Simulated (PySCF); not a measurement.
H₇NO₂Si₂.

```xyz
12

N     -2.1477     0.7061     0.5750
Si    -0.9575    -0.0878    -0.3681
O     -0.6331    -1.5841     0.2783
O      0.5323     0.6317    -0.3904
Si     2.0819     0.2404     0.0651
H     -1.9830     0.9145     1.5541
H     -2.7269     1.4179     0.1445
H     -1.4817    -0.1233    -1.7563
H     -1.3960    -2.0920     0.5677
H      2.1563    -0.0266     1.5334
H      2.5768    -0.9576    -0.6754
H      2.9534     1.4071    -0.2559
```

Geometry: PBE0-D3(BJ)/def2-SVP. The structure was generated by enumeration; whether it is a known compound was not checked. The values are those of a single conformer.

Level of theory: PBE0/pcSseg-1 in PySCF. Non-relativistic, no solvent.

Computed absolute GIAO shielding of each atom: isotropic value and principal components (ppm):
```tsv
atom	σ(iso)	σ11	σ22	σ33	span
N1	228.3	205.2	210.6	269.2	64.0
Si2	395.6	366.9	398.7	421.2	54.4
O3	280.2	246.4	282.7	311.7	65.3
O4	286.6	261.9	280.6	317.4	55.6
Si5	392.1	350.9	359.1	466.4	115.6
H6	30.4	24.0	26.4	40.9	16.8
H7	30.3	24.4	25.6	40.9	16.5
H8	26.8	23.4	24.2	32.7	9.4
H9	30.0	22.1	24.5	43.3	21.2
H10	26.2	22.9	24.8	30.9	8.1
H11	26.2	23.0	24.7	31.1	8.1
H12	26.4	23.2	24.6	31.4	8.3
```
